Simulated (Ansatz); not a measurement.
Isolated molecules relaxed with PBE0-D4/def2-TZVP in Ansatz; ΔE leaves out vibrations. CCSD(T)/CBS adds triple-zeta CCSD(T) − MP2 to the extrapolated MP2 energy (def2 sets, frozen cores). Functionals use def2-TZVPP. B3LYP here is the variant with VWN-RPA as its local correlation; programs differ in this. Each species was taken in one conformer, which may not be the lowest.

Reaction (formal exchange of groups at a B–C bond): `BCN(B)C` + `C#COC(C)F` → `BC(F)OC#C` + `BN(C)CC`

Q: Is it downhill or uphill in electronic energy at CCSD(T)/CBS, and by how much? (An estimate is asked.)

A: The calculation gave: Uphill: ΔE = +8.6 kcal/mol.

Q: What do these levels give: B3LYP-D4, ωB97M-V, SCS-MP2/def2-TZVPP, CCSD(T)/def2-TZVPP, HF/def2-QZVPP, CCSD/CBS(def2)? (An estimate is asked.)

A: Computed: B3LYP-D4 8.5, ωB97M-V 9.5, SCS-MP2/def2-TZVPP 8.2, CCSD(T)/def2-TZVPP 8.5, HF/def2-QZVPP 8.7, CCSD/CBS(def2) 8.6 kcal/mol.

Largest T1 diagnostic among the species: 0.013.
